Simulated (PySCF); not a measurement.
SMILES CC(C)(C)c1ccc(Cl)cc1, singlet (GFN2-xTB optimised geometry):

```
24

C     -2.494    -1.543    -0.012
C     -0.974    -1.725     0.000
C     -0.578    -2.523    -1.250
C     -0.595    -2.511     1.263
C     -0.225    -0.401     0.000
C     -0.867     0.832     0.001
C     -0.154     2.019     0.002
C      1.228     1.986     0.001
Cl     2.127     3.465     0.000
C      1.896     0.773     0.000
C      1.168    -0.401     0.000
H     -2.831    -1.006     0.872
H     -2.817    -1.008    -0.901
H     -2.975    -2.519    -0.015
H     -1.122    -3.465    -1.279
H      0.485    -2.745    -1.260
H     -0.817    -1.958    -2.148
H     -0.852    -1.941     2.153
H      0.469    -2.727     1.292
H     -1.135    -3.456     1.290
H     -1.943     0.892     0.002
H     -0.673     2.965     0.003
H      2.975     0.749    -0.001
H      1.710    -1.334     0.000
```

Method: CAM-B3LYP/def2-SVP in PySCF.

What are the frontier orbital energies and the dipole moment?

HOMO-2 -9.99 eV, HOMO-1 -8.71 eV, HOMO -7.92 eV, LUMO 0.85 eV, LUMO+1 1.00 eV; dipole moment 2.04 D.

On the same geometry PBE/def2-SVP (PySCF 2.14.0) gives HOMO-2 -7.15 eV, HOMO-1 -6.45 eV, HOMO -5.72 eV, LUMO -1.19 eV, LUMO+1 -1.04 eV; dipole moment 1.94 D.

Meta-Löwdin charges at CAM-B3LYP/def2-SVP: C1 -0.29, C2 0.07, C3 -0.28, C4 -0.28, C5 0.01, C6 -0.11, C7 -0.11, C8 0.03, Cl9 -0.07, C10 -0.11, C11 -0.11, H12 0.09, H13 0.09, H14 0.09, H15 0.09, H16 0.09, H17 0.09, H18 0.09, H19 0.09, H20 0.09, H21 0.11, H22 0.11, H23 0.11, H24 0.10.
